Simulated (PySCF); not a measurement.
Mapped SMILES: `[CH3:1][CH:2]([CH3:3])[CH2:4][C:5](=[O:6])[O:7][SiH3:8]`. Each H is labelled by its parent atom.

GIAO PBE0/pcSseg-1 shifts (PySCF, gas phase, non-relativistic, equivalent atoms averaged), each against references optimised in the same way as the molecule (TMS, H2O).

On the GFN2-xTB geometry: C5 180.3, C4 47.3, C2 28.2, C1/C3 24.0, O6 447.5, O7 189.2, Si8 -41.5, H(Si8) 4.81, H(C4) 2.27, H(C2) 2.20, H(C1)/H(C3) 0.98 ppm.

What changes on the PBE0-D3(BJ)/def2-SVP geometry?

Results:


| atoms | δ (ppm) | change |
| --- | --- | --- |
| C5 | 181.2 | +0.9 |
| C4 | 44.1 | -3.2 |
| C2 | 25.5 | -2.7 |
| C1/C3 | 23.3 | -0.7 |
| O6 | 451.9 | +4.4 |
| O7 | 201.6 | +12.4 |
| Si8 | -34.5 | +7.0 |
| H(Si8) | 4.78 | -0.03 |
| H(C4) | 2.10 | -0.17 |
| H(C2) | 1.98 | -0.22 |
| H(C1)/H(C3) | 0.94 | -0.04 |

Bonds between heavy atoms that differ most (equivalent bonds averaged): O7–Si8 1.663 → 1.721 Å, C5–O7 1.329 → 1.338 Å, C2–C4 1.531 → 1.525 Å, C5–O6 1.202 → 1.208 Å, C4–C5 1.507 → 1.502 Å. Mean change of bonds to hydrogen: C–H +0.013 Å, Si–H +0.029 Å.
